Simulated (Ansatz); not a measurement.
Reaction (ligand exchange at the Si–O bond): `CO[SiH](O)O` + `O[SiH2]F` → `O[SiH](O)O[SiH2]F` + CH₃OH

Program: Ansatz. Geometries: PBE0-D4/def2-TZVP. ΔE: electronic, gas phase. CCSD(T)/CBS is the MP2 limit (def2-TZVPP, def2-QZVPP) plus CCSD(T) − MP2 in def2-TZVPP, frozen cores. This one scheme is used for every species. Functionals use def2-TZVPP. B3LYP here is the variant with VWN-RPA as its local correlation; programs differ in this. HSE06 is defined as in plane-wave codes. Each species was taken in one conformer, which may not be the lowest.

`CO[SiH](O)O`:

Z-matrix (Å, degrees):
```
C
O 1 1.410
H 1 1.091 2 108.4
H 1 1.096 2 111.7 3 119.3
H 1 1.094 2 111.1 3 -119.3
Si 2 1.636 1 123.8 3 -168.4
O 6 1.634 2 105.6 1 174.9
O 6 1.631 2 114.3 1 -65.5
H 6 1.477 2 109.6 1 51.7
H 7 0.958 6 116.4 2 -25.2
H 8 0.959 6 117.5 2 -75.5
```

`O[SiH2]F`:

Cartesian coordinates in Å:
```
O -0.185 0.882 0.898
Si -0.113 -0.191 -0.325
F -0.029 -1.685 0.230
H 0.598 1.039 1.427
H -1.372 -0.049 -1.077
H 1.101 0.004 -1.153
```

`O[SiH](O)O[SiH2]F`:

Cartesian coordinates in Å:
```
O 2.021 -1.187 -0.661
Si 0.719 -0.235 -0.889
O 1.053 1.363 -0.759
O -0.403 -0.505 0.255
Si -1.626 0.077 1.143
F -2.634 -1.122 1.427
H 2.436 -1.201 0.203
H 0.216 -0.590 -2.226
H 1.711 1.733 -1.348
H -1.124 0.547 2.452
H -2.369 1.119 0.403
```

CH₃OH:

Z-matrix (Å, degrees):
```
C
O 1 1.409
H 1 1.097 2 112.4
H 1 1.090 2 107.0 3 -118.5
H 1 1.097 2 112.4 3 123.0
H 2 0.959 1 108.5 3 -61.6
```

Task: Is it downhill or uphill in electronic energy at CCSD(T)/CBS, and by how much? (Estimate.)

Result: Computed: Downhill: ΔE = -0.17 eV.

Task: What do these levels give: B3LYP-D4, CAM-B3LYP-D4, ωB97M-V, HSE06, LC-ωPBE, HF/CBS(def2)? (An estimate is asked.)

Result: The calculation gave: B3LYP-D4 -0.16, CAM-B3LYP-D4 -0.16, ωB97M-V -0.14, HSE06 -0.14, LC-ωPBE -0.13, HF/CBS(def2) -0.24 eV.

Largest T1 diagnostic among the species: 0.012.

From BLYP to BHLYP (50 % exact exchange), in def2-TZVPP and without D4, ΔE moves by −0.05 eV. Leaving LDA and LC-ωPBE aside and taking each functional with its dispersion term where it has one, the values, not all of them listed here, spread over 0.08 eV, from BHLYP-D4 to PBE-D4. LDA lies +0.03 eV from PBE without D4.
